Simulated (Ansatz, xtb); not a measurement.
Relative energy of two isomers of C4H4FNS

Structure a: `Fc1[nH]ccc1S`, a singlet. Structure b: `Fc1c[nH]cc1S`, a singlet. Both are isolated molecules in the gas phase, relaxed with PBE-D3(BJ)/def2-SVP; the shapes shown needn't be the lowest conformers.

a (Å):

```xyz
11

C     0.7678   -0.1736    0.3520
C     0.0283   -2.1849    1.0133
C     0.7006   -2.3634   -0.1841
C     1.1868   -1.0795   -0.6175
F     0.9448    1.1399    0.4419
N     0.0774   -0.8336    1.3302
S     2.0358   -0.6677   -2.1121
H    -0.3344   -0.3865    2.1486
H    -0.4849   -2.8969    1.6670
H     0.8426   -3.3082   -0.7193
H     3.3090   -0.9080   -1.6753
```

b (Å):

```yaml
atoms:
  - { symbol: C, position_ang: [1.0916, -0.0677, 0.2453] }
  - { symbol: C, position_ang: [0.3543, -0.4241, 1.3682] }
  - { symbol: C, position_ang: [0.5631, -2.2506, 0.0407] }
  - { symbol: C, position_ang: [1.2332, -1.2079, -0.6034] }
  - { symbol: F, position_ang: [1.5949, 1.1461, -0.0148] }
  - { symbol: N, position_ang: [0.0450, -1.7586, 1.2193] }
  - { symbol: S, position_ang: [2.1072, -1.1750, -2.1404] }
  - { symbol: H, position_ang: [0.0424, 0.1685, 2.2324] }
  - { symbol: H, position_ang: [-0.4924, -2.3052, 1.8885] }
  - { symbol: H, position_ang: [0.4252, -3.2939, -0.2596] }
  - { symbol: H, position_ang: [1.9006, -2.4875, -2.4351] }
```

Question: Estimate which is lower in electronic energy at CCSD(T)/def2-SVP + ΔMP2/def2-TZVPP, and by roughly how much.

Answer: The CCSD(T)/def2-SVP + ΔMP2/def2-TZVPP calculation puts structure a lower, by 11.3 kJ/mol.

The same difference at several levels:

```csv
level,geometry,E(b) − E(a) (kJ/mol),departure from the last row (kJ/mol),"job, with rough time for the two"
PBE-D3(BJ)/def2-SVP,PBE-D3(BJ)/def2-SVP,+10.2,−1.1,"optimisation, 61 s"
HF/def2-SVP,PBE-D3(BJ)/def2-SVP,+21.1,+9.8,part of the CCSD(T) run
MP2/def2-SVP,PBE-D3(BJ)/def2-SVP,+14.7,+3.4,part of the CCSD(T) run
CCSD(T)/def2-SVP,PBE-D3(BJ)/def2-SVP,+15.1,+3.9,single point
CCSD(T)/def2-SVP + ΔMP2/def2-TZVPP,PBE-D3(BJ)/def2-SVP,+11.3,,"single point, 98 s"
```

As drawn, both hold the same kinds of bond in the same numbers.

None of the levels shown reverses the order. The largest departure from CCSD(T)/def2-SVP + ΔMP2/def2-TZVPP is that of HF/def2-SVP, 9.8 kJ/mol. No reliable frequencies are at hand for a, so it isn't confirmed as a minimum. Levels run at GFN2-xTB geometries aren't shown. The last row adds to CCSD(T) the change of the MP2 difference between the two basis sets, here −3.9 kJ/mol.

The correlated steps freeze 11 core orbitals. Codes used: Ansatz 0.2.0, xtb 6.7.1; the last row on 2 threads of Arm Neoverse V1 on a shared host.
